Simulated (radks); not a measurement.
The numbers below are computed, except where a source is named.
Q: The gadolinium ion Gd3+, [Xe] 4f7. Level of theory: non-relativistic Kohn-Sham, exchange-only B88, spin-polarised, spherical densities, point nucleus (a radial shooting solver on a logarithmic mesh with Libxc functionals). Every spin shell is full or empty, so the densities are truly spherical. Functionals are evaluated on that one density, not self-consistently. Rank these orbital-free kinetic functionals by their error against the exact value of the orbitals, and give that value: Thomas-Fermi, von Weizsacker, TF + vW, TF + vW/9, TF + vW/5, LC94, APBEK, revAPBEK, Perdew 92, Thakkar, Pearson, LKT, PG1, DePristo-Kress.

A: Exact: 10819.7 hartree. From best to worst, with 100 (|E| - |E exact|)/|E exact| (equal figures are ties): LC94 -0.01, APBEK +0.03, revAPBEK +0.18, DePristo-Kress -0.20, Perdew 92 -0.73, Thakkar -0.73, TF + vW/9 -0.74, Pearson -0.92, TF + vW/5 +2.67, Thomas-Fermi -4.99, PG1 +13.58, LKT +17.38, TF + vW +33.31, von Weizsacker -61.70.
